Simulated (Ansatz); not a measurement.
Compare A (`[CH3][Ga]([CH3])[CH]=O`) with its isomer B (`C/C(O)=[CH]/[GaH2]`).

Program: Ansatz. Geometries: PBE0-D4/def2-TZVP. ΔE: electronic, gas phase. CCSD(T)/CBS is the MP2 limit (def2-TZVPP, def2-QZVPP) plus CCSD(T) − MP2 in def2-TZVPP, frozen cores. DFT in def2-TZVPP. B3LYP here is the variant with VWN-RPA as its local correlation; programs differ in this. For Ga outer-core shells are correlated without core-valence functions, which leaves a few kJ/mol of doubt a bond. Scalar relativity is left out up to krypton. One conformer a species, not always the lowest.

Problem. Which isomer does CCSD(T)/CBS put lower? Give the gap. (Estimate.)

Solution. Computed: A, by 13.6 kJ/mol.

Problem. Give E(B) − E(A) in kJ/mol with B2PLYP, B3LYP-D4, PBE-D4, PBE0-D4, MP2/def2-TZVPP, r2SCAN-D4, ωB97M-V. (An estimate is asked.)

Solution. Ansatz gave: B2PLYP 15.2, B3LYP-D4 10.3, PBE-D4 7.8, PBE0-D4 1.8, MP2/def2-TZVPP 13.6, r2SCAN-D4 2.6, ωB97M-V 7.6. None reverses the order clearly.

Largest T1 diagnostic: 0.014.

The D4 term adds −4.8 kJ/mol with B3LYP and −2.2 kJ/mol with PBE0; it sums over pairs of atoms, weighted by their polarisabilities, and B3LYP, whose exchange is more repulsive, gets the larger term. In def2-TZVPP, CCSD(T) changes the Hartree–Fock value by +7.0 kJ/mol (the triples alone add −0.9 kJ/mol) and MP2 by +5.7 kJ/mol.
